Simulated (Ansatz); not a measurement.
System: InF3, charge 0, multiplicity 1. 
Coordinates optimised at B3LYP-D3(BJ)/def2-TZVP (Ansatz, a quantum-chemistry and plane-wave program):
SMILES: [F][In]([F])[F]
```xyz
4

In     0.0000     0.0000     0.0000
F     -1.6502    -1.0027     0.0575
F      0.0200     1.7858    -0.7364
F      1.6302    -0.7832     0.6789
```
Charge 0, spin multiplicity 1.

Basis-set convergence of Hartree-Fock and CCSD correlation energies (hartree) with Ansatz. Cores are frozen in the correlated levels unless marked. Spin-orbit coupling is left out. Frozen are the shells of the preceding noble gas and the d and f shells that filled before the atom's block. Past Kr the def2 sets carry scalar-relativistic core potentials.

```tsv
basis	functions	E(HF)	E(corr, CCSD)
def2-SVP	68	-487.33908	-0.62827
def2-TZVPP	143	?	?
```

Question: Complete the blanks.

Answer: 
- def2-TZVPP, E(HF): -487.73849
- def2-TZVPP, E(corr, CCSD): -0.83037
